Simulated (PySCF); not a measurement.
# Al³⁺ (aluminium, charge +3) across methods

[Ne], closed-shell 1S. Computed with PySCF 2.14 in aug-cc-pVDZ-DK, with the spin-free X2C one-electron Hamiltonian (Gaussian nucleus).

```csv
method,E (hartree),mean ε 1s (eV),mean ε 2s (eV),mean ε 2p (eV),Σ⟨r²⟩ (bohr²),⟨S²⟩
M06,-240.8499,-1568.4,-150.28,-109.54,3.650,0.000
UHF,-240.42669,-1630.9,-168.12,-121.90,3.637,0.000
PBE0,-240.7206,-1568.5,-149.51,-109.09,3.664,0.000
PBE,-240.6911,-1547.5,-142.84,-104.39,3.678,0.000
B3LYP,-240.8392,-1565.3,-148.21,-108.43,3.672,0.000
r2SCAN,-240.8195,-1557.4,-146.31,-106.02,3.654,0.000
M06-L,-240.8623,-1556.7,-147.11,-105.98,3.636,0.000
TPSSh,-240.8514,-1561.8,-146.71,-106.66,3.664,0.000
```

(1) Estimate the same row for LDA.

Results:

(1) E (hartree) = -239.7607; mean ε 1s (eV) = -1539.8; mean ε 2s (eV) = -142.03; mean ε 2p (eV) = -104.32; Σ⟨r²⟩ (bohr²) = 3.683; ⟨S²⟩ = 0.000.
